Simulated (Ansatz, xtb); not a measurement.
Two isomers of C4H5NO3Si

Structure X: `N#C[C@@H]1OC(=O)O[C@H]1[SiH3]`, a singlet. Structure Y: `N#C[C@@H]1OC(=O)O[C@@H]1[SiH3]`, a singlet. Both are isolated molecules in the gas phase, relaxed with PBE0-D3(BJ)/def2-SVP; each stands in its lowest conformer found.

Task: Estimate E(Y) − E(X) at the level CCSD(T)/def2-SVP + ΔMP2/def2-TZVPP.

Result: CCSD(T)/def2-SVP + ΔMP2/def2-TZVPP gives E(Y) − E(X) = −0.99 kcal/mol, slightly favouring structure Y, which is too small a margin to settle the true order.

The same difference at several levels:

```json
{"level": "GFN2-xTB", "geometry": "GFN2-xTB", "E(Y) − E(X) (kcal/mol)": "+0.53", "departure from the last row (kcal/mol)": "+1.52", "job, with rough time for the two": "optimisation, 0.27 s"}
{"level": "HF/STO-3G", "geometry": "GFN2-xTB", "E(Y) − E(X) (kcal/mol)": "−0.13", "departure from the last row (kcal/mol)": "+0.86", "job, with rough time for the two": "single point, 0.88 s"}
{"level": "r2SCAN-D4/def2-SVP", "geometry": "GFN2-xTB", "E(Y) − E(X) (kcal/mol)": "−0.18", "departure from the last row (kcal/mol)": "+0.81", "job, with rough time for the two": "single point, 10 s"}
{"level": "PBE0-D3(BJ)/def2-SVP", "geometry": "PBE0-D3(BJ)/def2-SVP", "E(Y) − E(X) (kcal/mol)": "−0.80", "departure from the last row (kcal/mol)": "+0.20", "job, with rough time for the two": "optimisation, 2.6 min"}
{"level": "HF/def2-SVP", "geometry": "PBE0-D3(BJ)/def2-SVP", "E(Y) − E(X) (kcal/mol)": "−0.43", "departure from the last row (kcal/mol)": "+0.57", "job, with rough time for the two": "part of the CCSD(T) run"}
{"level": "MP2/def2-SVP", "geometry": "PBE0-D3(BJ)/def2-SVP", "E(Y) − E(X) (kcal/mol)": "−1.00", "departure from the last row (kcal/mol)": "−0.01", "job, with rough time for the two": "part of the CCSD(T) run"}
{"level": "CCSD(T)/def2-SVP", "geometry": "PBE0-D3(BJ)/def2-SVP", "E(Y) − E(X) (kcal/mol)": "−0.85", "departure from the last row (kcal/mol)": "+0.15", "job, with rough time for the two": "single point"}
{"level": "CCSD(T)/def2-SVP + ΔMP2/def2-TZVPP", "geometry": "PBE0-D3(BJ)/def2-SVP", "E(Y) − E(X) (kcal/mol)": "−0.99", "departure from the last row (kcal/mol)": "", "job, with rough time for the two": "single point, 4.6 min"}
```

As drawn, both hold the same kinds of bond in the same numbers.

The largest departure from CCSD(T)/def2-SVP + ΔMP2/def2-TZVPP is that of GFN2-xTB, 1.52 kcal/mol. The last row adds to CCSD(T) the change of the MP2 difference between the two basis sets, here −0.15 kcal/mol.

With thermal terms from frequencies at re-optimised GFN2-xTB minima (ideal gas, soft modes damped towards free rotors, one conformer each, 298.15 K, 1 atm): the zero-point term adds +0.05 kcal/mol; ΔH is −0.97 and ΔG −0.77 kcal/mol.

The correlated steps freeze 13 core orbitals. Codes used: Ansatz 0.2.0, xtb 6.7.1; the last row on 2 threads of Arm Neoverse V2 on a shared host.
